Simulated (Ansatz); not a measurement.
Species: H7Si2Sn, SMILES `[SiH3][SnH][SiH3]` (charge 0, multiplicity 2).

Q: Give a relaxed geometry from Ansatz (a quantum-chemistry and plane-wave program) with r2SCAN-D4/def2-SVP.

A: the end point of this relaxation (outside a Z-matrix the atoms follow the SMILES, hydrogens last).
Cartesian coordinates (Å) in one orientation:
```xyz
10

Si    -2.102     0.513    -0.042
Sn    -0.172    -0.887    -1.028
Si     2.167    -0.010    -0.380
H     -1.923     1.942    -0.440
H     -2.132     0.436     1.454
H     -3.413     0.027    -0.568
H     -0.337    -2.540    -0.552
H      3.225    -0.809    -1.069
H      2.289     1.418    -0.802
H      2.398    -0.090     1.098
```
